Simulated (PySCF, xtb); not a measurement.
Si(OH)3(SeH) (H4O3SeSi), SMILES O[Si](O)(O)[SeH].

The structure is a stationary point at PBE0-D3(BJ)/def2-SVP. Other conformers were not sampled.

Computed with C-PCM-M06-2X/def2-SVP in PySCF.

The values are the electrostatic part of the solvation free energy, E(continuum) − E(gas) at the gas-phase geometry, in a cavity of scaled van der Waals radii (PySCF's table); cavitation and dispersion terms are not included. In vacuum the orbital gap is 9.46 eV. The dipole moment in vacuum is 2.21 D.

```json
[
 {"solvent": "water", "ε": "78.36", "ΔG(elec) (kcal/mol)": "-10.7", "dipole (D)": "2.92", "gap (eV)": "9.77"},
 {"solvent": "1-octanol", "ε": "9.86", "ΔG(elec) (kcal/mol)": "-9.6", "dipole (D)": "2.84", "gap (eV)": "9.74"},
 {"solvent": "2-propanol", "ε": "19.26", "ΔG(elec) (kcal/mol)": "…", "dipole (D)": "…", "gap (eV)": "…"}
]
```

### Question
Fill in the missing entries. (Estimate from the structure and the level; the computed values follow.)

### Answer

- 2-propanol, ΔG(elec) (kcal/mol): -10.2
- 2-propanol, dipole (D): 2.88
- 2-propanol, gap (eV): 9.76

For comparison, GFN2-xTB/ALPB(water) (xtb, at the GFN2-xTB geometry, all terms of that model) gives -14.4 kcal/mol.
